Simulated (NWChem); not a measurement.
System: NH4 cation; SMILES [NH4+]

Excerpt of the output:

```
             Northwest Computational Chemistry Package (NWChem) 7.3.0
             --------------------------------------------------------

                             Geometry "geometry" -> ""
                             -------------------------

 Output coordinates in angstroms (scale by  1.889725989 to convert to a.u.)

  No.       Tag          Charge          X              Y              Z
 ---- ---------------- ---------- -------------- -------------- --------------
    1 N                    7.0000     0.00000000     0.00000000     0.00000000
    2 H                    1.0000    -0.59096200    -0.59096200    -0.59096200
    3 H                    1.0000     0.59096200     0.59096200    -0.59096200
    4 H                    1.0000    -0.59096200     0.59096200     0.59096200
    5 H                    1.0000     0.59096200    -0.59096200     0.59096200

 Effective nuclear repulsion energy (a.u.)      16.3752187520

                                 NWChem DFT Module
                                 -----------------

 Summary of "ao basis" -> "ao basis" (spherical)
 ------------------------------------------------------------------------------
       Tag                 Description            Shells   Functions and Types
 ---------------- ------------------------------  ------  ---------------------
 N                          def2-svp                 6       14   3s2p1d
 H                          def2-svp                 3        5   2s1p

 in cosmo_initialize ...
 calling solv_data for solv:cychexon

 solvent parameters
 solvname_short: cychexon
 solvname_long:  cyclohexanone
 dielec:       15.6190
 dielecinf:     2.1045
 nonaqueous SMD model solvent descriptors
 dielec:       15.6190
 sola:          0.0000
 solb:          0.5600
 solc:          0.0000
 solg:         49.7600
 solh:          0.0000
 soln:          1.4507

          ---------------
          -cosmo- solvent
          ---------------
 Cosmo: York-Karplus, doi: 10.1021/jp992097l
 dielectric constant -eps-     =  15.62
 screen = (eps-1)/(eps    )    =   0.93598
 surface charge correction     = lagrangian

   van der Waals surface
 --------------------------

[...]

                                COSMO-SMD solvation results
                                ---------------------------

             internal energy in gas <Psi(g)|H|Psi(g)> =       -56.788525785997
         internal energy in solvent <Psi(s)|H|Psi(s)> =       -56.788495288189
                               delta internal energy  =         0.000030497809 (    0.02 kcal/mol)
   total free energy in solvent <Psi(s)|H+V/2|Psi(s)> =       -56.915557926923
 polarization energy contribution <Psi(s)|V/2|Psi(s)> =        -0.127062638734 (  -79.73 kcal/mol)
    total free energy in solvent including G(SMD-CDS) =       -56.913149575451
                       G(SMD-CDS) energy contribution =         0.002408351472 (    1.51 kcal/mol)
     1 M fixed-concentration free energy of solvation =        -0.124623789454 (  -78.20 kcal/mol)

                       DFT Final Molecular Orbital Analysis
                       ------------------------------------

 Vector    3  Occ=2.000000D+00  E=-5.881439D-01
              MO Center= -1.4D-02,  1.5D-02,  2.1D-01, r^2= 8.6D-01
   Bfn.  Coefficient  Atom+Function         Bfn.  Coefficient  Atom+Function
  ----- ------------  ---------------      ----- ------------  ---------------
     4      0.369576  1 N  px                 5     -0.345009  1 N  py
    25      0.316279  4 H  s                 30     -0.294607  5 H  s
     7     -0.165693  1 N  px                 8      0.154679  1 N  py
    26      0.050073  4 H  s                 31     -0.046642  5 H  s
     6     -0.025350  1 N  pz

 Vector    4  Occ=2.000000D+00  E=-5.881439D-01
              MO Center=  1.5D-01,  1.2D-01, -6.7D-02, r^2= 8.6D-01
   Bfn.  Coefficient  Atom+Function         Bfn.  Coefficient  Atom+Function
  ----- ------------  ---------------      ----- ------------  ---------------
     6      0.413816  1 N  pz                20      0.352156  3 H  s
     5     -0.226756  1 N  py                30     -0.195458  5 H  s
     9     -0.185527  1 N  pz                 4     -0.183298  1 N  px
    25     -0.158306  4 H  s                  8      0.101662  1 N  py
     7      0.082179  1 N  px                21      0.055753  3 H  s

 Vector    5  Occ=2.000000D+00  E=-5.881439D-01
              MO Center= -1.4D-01, -1.4D-01, -1.4D-01, r^2= 8.5D-01
   Bfn.  Coefficient  Atom+Function         Bfn.  Coefficient  Atom+Function
  ----- ------------  ---------------      ----- ------------  ---------------
    15      0.374777  2 H  s                  4      0.293386  1 N  px
     5      0.292935  1 N  py                 6      0.290472  1 N  pz
     7     -0.131535  1 N  px                 8     -0.131332  1 N  py
     9     -0.130228  1 N  pz                20     -0.126458  3 H  s
    25     -0.123967  4 H  s                 30     -0.124353  5 H  s

 Vector    6  Occ=0.000000D+00  E= 3.393045D-02
              MO Center=  1.1D-09,  1.1D-09,  1.2D-09, r^2= 3.7D+00
   Bfn.  Coefficient  Atom+Function         Bfn.  Coefficient  Atom+Function
  ----- ------------  ---------------      ----- ------------  ---------------
     3      1.469396  1 N  s                 16     -0.593460  2 H  s
    21     -0.593460  3 H  s                 26     -0.593460  4 H  s
    31     -0.593460  5 H  s                  2      0.317203  1 N  s
     1      0.153431  1 N  s                 15     -0.101084  2 H  s
    20     -0.101084  3 H  s                 25     -0.101084  4 H  s

[...]
```

Level: PBE0/def2-SVP, SMD on the gas-phase geometry. Structure relaxed at the PBE0-D3(BJ)/def2-TZVP level. Solvent: cyclohexanone.

Which NWChem input produces such a log?

This is not unique; one that fits is the input that was run:
```
start job
memory heap 200 mb stack 900 mb global 1100 mb
charge 1
geometry units angstroms noautosym nocenter noautoz
  N      0.000000     0.000000     0.000000
  H     -0.590962    -0.590962    -0.590962
  H      0.590962     0.590962    -0.590962
  H     -0.590962     0.590962     0.590962
  H      0.590962    -0.590962     0.590962
end
basis spherical
  N library def2-svp
  H library def2-svp
end
dft
  xc pbe0
  iterations 150
end
cosmo
  do_cosmo_smd true
  solvent cychexon
end
task dft energy
```
